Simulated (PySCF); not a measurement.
SMILES OB(O)C#C[SiH3] (C2H5BO2Si) (PBE0/def2-SVP optimised geometry):

```
11

Si    -0.496    -0.354     0.000
C     -1.120    -1.217    -1.495
C     -1.517    -1.789    -2.501
B     -2.073    -2.520    -3.746
O     -1.272    -2.699    -4.821
O     -3.353    -2.985    -3.777
H     -0.992    -1.052     1.222
H     -0.995     1.052     0.000
H      0.995    -0.354     0.000
H     -1.733    -3.165    -5.528
H     -3.837    -2.808    -2.965
```

Level of theory: PBE0/def2-TZVP (PySCF).

Problem. What are the frontier orbital energies and the dipole moment?

Solution. HOMO-2 -9.61 eV, HOMO-1 -8.26 eV, HOMO -8.17 eV, LUMO -1.05 eV, LUMO+1 -0.27 eV; dipole moment 1.45 D.

On the same geometry PBE/def2-TZVP in PySCF gives HOMO-2 -7.91 eV, HOMO-1 -7.04 eV, HOMO -6.94 eV, LUMO -1.93 eV, LUMO+1 -1.19 eV; dipole moment 1.43 D.

Meta-Löwdin charges at PBE0/def2-TZVP: Si1 0.49, C2 -0.27, C3 -0.12, B4 0.43, O5 -0.51, O6 -0.52, H7 -0.08, H8 -0.08, H9 -0.08, H10 0.36, H11 0.37.
